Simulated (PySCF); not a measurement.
digermane (H6Ge2), singlet, at a GFN2-xTB geometry. Base run: PySCF with TPSS/6-31G.

Here is a job for PySCF.
```python
from pyscf import gto, scf, dft

mol = gto.M(
    atom='''
Ge   -1.17547558    0.12031447   -0.01616232
Ge    1.17547558   -0.12031447    0.01616232
H    -1.83910444   -0.70892524   -1.07255537
H    -1.62122062    1.52722241   -0.27292961
H    -1.82715328   -0.27710333    1.27278427
H     1.62480881   -1.45976226    0.51414555
H     1.85937790    0.88294663    0.89351790
H     1.80329164    0.03562178   -1.33496274
''',
    basis='6-31g',
    verbose=4,
)

mf = dft.RKS(mol)
mf.xc = 'tpss'
mf.kernel()
```

The base run was repeated with changes; each row names its change, and settings that it needs were set with it.

| change | ΔE vs base (µEh) | grid points | electrons on the grid | outcome |
|---|---|---|---|---|
| base | 0.0 | 100128 | 70.00000 | converged |
| grids.radi_method = gauss_chebyshev | -3.0 | 98928 | 70.00000 | converged |
| grids.radi_method = mura_knowles | 0.8 | 95400 | 70.00000 | converged |
| grids.level = 0 | -1898 | 8616 | 70.00071 | converged |
| grids.prune = dft.gen_grid.treutler_prune | -2.6 | 90744 | 70.00000 | converged |
| grids.level = 2 | 6.2 | 58312 | 70.00000 | converged |
| grids.prune = dft.gen_grid.sg1_prune | - | - | - | input refused |
| grids.radi_method = delley | 37.2 | 106872 | 70.00000 | converged |
| grids.level = 5 | -0.5 | 230712 | 70.00000 | converged |
| grids.atom_grid = (99, 590) | -0.6 | 256416 | 70.00000 | converged |
| grids.atom_grid = (150, 974) | -0.2 | 640320 | 70.00000 | converged |

- grids.prune = dft.gen_grid.sg1_prune: ended with `IndexError: index 32 is out of bounds for axis 0 with size 19`
